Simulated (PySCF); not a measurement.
Low-lying terms of Xe (xenon, neutral)

Ground state [Xe], ¹S. Computed with PySCF 2.14 in x2c-SVPall with two added diffuse shells each of s, p type (8s7p3d, 44 functions), with the spin-free X2C one-electron Hamiltonian (Gaussian nucleus). Vertical excitation energies in eV without spin-orbit coupling; excited terms of each kind are numbered among those the solver found. Frozen: [Kr].

```json
{"term": "1 3P°", "leading excitation": "5p → s", "EOM-EE-CCSD": "8.510"}
{"term": "1 1P°", "leading excitation": "5p → s", "EOM-EE-CCSD": "8.709"}
{"term": "1 3S", "leading excitation": "5p → p", "EOM-EE-CCSD": "9.629"}
{"term": "1 3D", "leading excitation": "5p → p", "EOM-EE-CCSD": "9.890"}
{"term": "1 1D", "leading excitation": "5p → p", "EOM-EE-CCSD": "9.941"}
{"term": "1 3P", "leading excitation": "5p → p", "EOM-EE-CCSD": "10.020"}
{"term": "1 1P", "leading excitation": "5p → p", "EOM-EE-CCSD": "10.022"}
{"term": "1 1S", "leading excitation": "5p → p", "EOM-EE-CCSD": "10.092"}
{"term": "2 3P°", "leading excitation": "5p → s", "EOM-EE-CCSD": "11.853"}
{"term": "2 3S", "leading excitation": "5p → p", "EOM-EE-CCSD": "12.059"}
{"term": "2 1P°", "leading excitation": "5p → s", "EOM-EE-CCSD": "12.075"}
{"term": "2 1D", "leading excitation": "5p → p", "EOM-EE-CCSD": "12.628"}
```

The spin-orbit splitting of the hole, absent here, rivals or exceeds the spacing of these terms, so the LS terms are model states.

Only the lower part of the computed list is shown. The solver can miss terms. Rydberg members are limited by the diffuse functions of the basis.
